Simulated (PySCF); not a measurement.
Input for PySCF: R-B3LYP/6-31G* on CH7FSi2 (SMILES C[SiH2][SiH2]F).

```python
from pyscf import gto, scf, dft, mp
from pyscf.data.elements import chemcore

mol = gto.M(
    atom='''
    C    -1.65931133   -0.36342295    0.37206871
    Si   -0.29803379    0.80891865   -0.19303408
    Si    1.76325040   -0.31487332   -0.18706169
    F     2.94645753    0.67368826   -0.66773175
    H    -1.73293424   -1.22623899   -0.29219894
    H    -2.62617405    0.14266518    0.37549804
    H    -1.46654451   -0.72867184    1.38229045
    H    -0.57871922    1.30544424   -1.56391751
    H    -0.21667985    1.98245682    0.71298928
    H     2.11483773   -0.80208569    1.16986423
    H     1.75385135   -1.47788038   -1.10876679
    ''',
    basis='6-31g*',
    cart=True,
    charge=0, spin=0, verbose=3, max_memory=1800)
mf = dft.RKS(mol, xc='b3lyp')
mf.conv_tol = 1e-8
mf.max_cycle = 100
mf.kernel()
if not mf.converged:
    mf = mf.newton().run(mf.mo_coeff, mf.mo_occ)
```

The log:

```
converged SCF energy = -721.204843409624
```

Self-consistency was reached.

Cost: very roughly 8 core-seconds.
